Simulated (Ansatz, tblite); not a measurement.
Forces on Cd10H30Se10 at its r2SCAN-D4/def2-SVP, loosely relaxed geometry. Charge 0, multiplicity 1.

In the def2 sets Cd takes a core potential; there is no spin–orbit coupling. The xTB rows come from tblite. Single mean-field runs in def2-TZVP are fitted with def2-universal-jkfit. The geometry of the charge 0 singlet is only loosely relaxed. In the singlet geometry the species has come apart into loosely held pieces. In the singlet, H33 and H44 lie 0.76 Å apart, H23 and H37 lie 0.76 Å apart, H30 and H46 lie 0.76 Å apart (atoms count from 1), so H2 has formed as a molecule.

GFN2-xTB (tblite), largest force 1.19 eV/Å:

```xyz
50
positions Å, forces eV/Å
Cd   -0.483   -2.727    2.374    0.283   -0.646    0.360
Cd   -4.748    0.588    3.002   -0.512   -0.354    0.084
Cd    2.136    0.767    2.878    0.257   -0.154    0.682
Cd   -2.985    2.963    1.750   -0.029    0.680   -0.242
Cd   -2.816   -2.220   -2.540   -0.771    0.179   -0.122
Cd    2.914   -2.066   -0.128    0.612   -0.265    0.187
Cd   -0.507   -3.475   -4.457    0.348   -0.098   -0.406
Cd   -0.601    0.577   -0.640   -0.077    0.050   -0.011
Cd    3.045    4.711   -0.819    0.071    0.509    0.295
Cd    1.933    2.687   -3.057   -0.200   -0.033   -0.705
Se   -2.325   -0.952    3.384   -0.354   -0.671    0.625
Se   -1.783   -3.184   -0.141   -0.771   -0.422    0.450
Se    0.915   -0.788    1.048    0.173   -0.090    0.097
Se   -3.124    0.587    0.260   -0.206    0.154   -0.626
Se   -0.489    2.155    3.000    0.199    0.419    0.354
Se    3.255    2.493    1.045    0.562    0.390    0.664
Se   -0.568   -0.604   -3.041   -0.185    0.582   -0.317
Se    1.273   -3.456   -1.978    0.615   -0.491   -0.299
Se    3.138    0.323   -1.871    0.394   -0.254   -0.344
Se    0.288    3.096   -0.824   -0.605    0.210   -0.248
H     0.101   -4.101    3.167   -0.172    0.426   -0.251
H    -6.135   -0.346    2.940    0.355    0.312    0.036
H    -4.607    0.960    6.182   -0.265    1.101    0.189
H     2.775    0.471    4.412   -0.190    0.077   -0.458
H    -3.901    2.165    3.229   -0.154    0.240    0.137
H    -3.041    4.510    1.080   -0.027   -0.467    0.164
H    -4.409   -1.751   -2.845    0.491   -0.100    0.083
H    -1.941   -3.755   -3.473   -0.131   -0.205   -0.154
H     4.416   -2.735    0.244   -0.407    0.203   -0.078
H    -0.258   -6.660   -3.899   -1.070   -0.373    0.224
H     0.535   -3.426   -5.759   -0.288   -0.034    0.261
H     2.954    6.187   -0.036    0.064   -0.375   -0.270
H     6.316    4.159   -1.128    0.271    0.227   -1.017
H     1.387    2.564   -4.647    0.124    0.080    0.475
H     3.361    3.690   -2.266    0.135    0.119   -0.244
H    -2.127   -1.108    4.832    0.031    0.085   -0.319
H    -4.434    0.234    6.044    0.240   -1.127   -0.275
H    -2.091   -4.620   -0.234    0.138    0.292   -0.028
H    -0.157   -3.379   -1.031    0.121   -0.171   -0.031
H    -3.734    1.270   -0.893    0.126   -0.238    0.209
H    -1.223    0.732    3.266    0.196    0.373    0.120
H    -0.705    2.596    4.389   -0.019   -0.194   -0.251
H     4.682    2.334    1.360   -0.307   -0.038   -0.105
H     6.109    4.014   -0.412   -0.372   -0.167    1.054
H    -1.347    0.412   -3.767    0.282   -0.204    0.163
H     0.442   -6.401   -4.042    1.063    0.483   -0.243
H     1.538   -4.843   -1.562   -0.136    0.267    0.009
H     4.556    0.508   -2.225   -0.264    0.035    0.168
H     3.289    1.214   -0.533    0.148   -0.216   -0.333
H    -0.818    3.625   -1.639    0.211   -0.107    0.285
```

PBE-D4/def2-TZVP (Ansatz), largest force 0.26 eV/Å:

```
Cd 0.004 0.053 -0.010
Cd 0.013 0.026 0.002
Cd -0.014 -0.011 -0.053
Cd 0.024 -0.040 -0.031
Cd 0.044 0.029 0.028
Cd -0.065 0.014 0.028
Cd -0.038 -0.011 0.004
Cd -0.011 0.011 -0.004
Cd 0.004 -0.014 -0.017
Cd -0.044 -0.005 0.045
Se -0.038 -0.003 -0.211
Se -0.002 0.218 0.028
Se -0.029 0.015 -0.013
Se 0.057 -0.143 0.139
Se 0.076 0.028 -0.238
Se -0.209 0.031 -0.043
Se 0.154 -0.119 0.062
Se 0.023 0.201 -0.105
Se -0.226 -0.102 -0.072
Se 0.132 -0.041 0.153
H 0.030 -0.080 0.044
H -0.072 -0.067 -0.006
H 0.055 -0.206 -0.035
H 0.038 -0.015 0.089
H 0.007 0.039 0.068
H 0.009 0.081 -0.029
H -0.081 0.019 -0.006
H -0.044 -0.058 0.024
H 0.088 -0.041 0.009
H 0.203 0.071 -0.034
H 0.077 0.008 -0.069
H -0.008 0.084 0.058
H -0.060 -0.043 0.207
H -0.019 -0.020 -0.083
H 0.076 -0.014 -0.040
H 0.029 -0.015 0.185
H -0.052 0.204 0.049
H -0.031 -0.190 -0.017
H -0.019 -0.024 0.016
H -0.064 0.092 -0.144
H -0.036 -0.039 0.034
H -0.036 0.037 0.187
H 0.188 -0.022 0.038
H 0.068 0.043 -0.203
H -0.101 0.127 -0.081
H -0.200 -0.082 0.039
H 0.020 -0.177 0.060
H 0.191 0.037 -0.030
H 0.031 0.063 0.085
H -0.140 0.057 -0.106
```

r2SCAN-D4/def2-TZVP (Ansatz), largest force 0.51 eV/Å:

```
Cd 0.018 0.020 0.001
Cd 0.010 -0.003 -0.007
Cd -0.002 -0.021 -0.017
Cd 0.002 -0.017 -0.024
Cd 0.016 0.016 0.003
Cd -0.029 0.005 0.045
Cd -0.009 0.006 0.005
Cd -0.014 0.006 -0.002
Cd -0.012 -0.009 0.011
Cd -0.037 0.015 0.018
Se -0.009 -0.050 0.071
Se -0.043 -0.066 -0.004
Se 0.024 -0.010 0.005
Se -0.020 0.056 -0.052
Se -0.022 0.004 0.066
Se 0.069 0.008 0.033
Se -0.060 0.047 -0.029
Se 0.021 -0.070 0.023
Se 0.077 0.004 -0.032
Se -0.044 0.013 -0.068
H -0.015 0.030 -0.019
H 0.039 0.022 0.001
H 0.119 -0.480 -0.093
H -0.013 0.007 -0.036
H -0.011 -0.002 0.004
H 0.007 -0.044 0.021
H 0.046 -0.014 0.013
H 0.010 -0.006 -0.018
H -0.036 0.014 -0.019
H 0.466 0.174 -0.089
H -0.023 0.000 0.034
H 0.003 -0.038 -0.019
H -0.142 -0.095 0.477
H 0.021 -0.003 0.045
H 0.010 0.009 -0.004
H -0.002 0.006 -0.083
H -0.120 0.479 0.096
H 0.023 0.075 -0.002
H 0.015 -0.002 -0.022
H 0.045 -0.029 0.059
H 0.016 0.068 -0.009
H 0.003 -0.037 -0.069
H -0.077 0.002 -0.010
H 0.143 0.101 -0.475
H 0.037 -0.052 0.048
H -0.467 -0.176 0.090
H -0.018 0.077 -0.012
H -0.071 0.002 0.028
H -0.004 -0.005 -0.023
H 0.056 -0.039 0.038
```
